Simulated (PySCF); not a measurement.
# Relaxation of singlet TcO₃Cl

Level of theory: PBE0/[Tc def2-SVP with ECP28, O def2-SVP, Cl def2-SVP], scalar-relativistic core potentials, density fitting, no spin–orbit coupling, PySCF. A (50,194) grid was used.

A hand-made square planar start, of C2v symmetry, held to at least that symmetry:

Coordinates in bohr (charge 0 multiplicity 1):
```
Tc   -0.5307    0.0000    0.0000
O    -0.5307    3.3448    0.0000
O    -3.8755    0.0000    0.0000
O    -0.5307   -3.3448    0.0000
Cl    3.7590    0.0000    0.0000
```

Optimiser trace:
| step | E − E(last) (kJ/mol) | largest gradient (Eh/bohr) |
| --- | --- | --- |
| 0 | 118.95 | 0.12123 |
| 1 | 65.76 | 0.06097 |
| 2 | 35.87 | 0.04395 |
| 3 | 13.18 | 0.02621 |
| 4 | 6.01 | 0.01052 |
| 5 | 2.59 | 0.00781 |
| 6 | 1.02 | 0.00592 |
| 7 | 0.22 | 0.00306 |
| 8 | 0.03 | 0.00084 |
| 9 | 0.00 | 0.00075 |
| 10 | 0.00 | 0.00015 |

It ends at C2v with Tc–Cl 2.817 Å, Tc–O 1.655 Å, Tc–O 1.682 Å (×2); Cl–Tc–O 68.0° (×2), Cl–Tc–O 180.0°, O–Tc–O 112.0° (×2), O–Tc–O 136.0°. A frequency run shows 2 imaginary modes, down to 330i cm⁻¹, so it is a higher-order saddle point. Other isomers or separated fragments may lie lower.

Final geometry:
Coordinates in bohr (charge 0 multiplicity 1):
```
Tc   -0.9577    0.0000    0.0000
O     0.2316    2.9470    0.0000
O    -4.0861    0.0000    0.0000
O     0.2316   -2.9470    0.0000
Cl    4.3655    0.0000    0.0000
```

Stability towards spin polarisation was not tested.
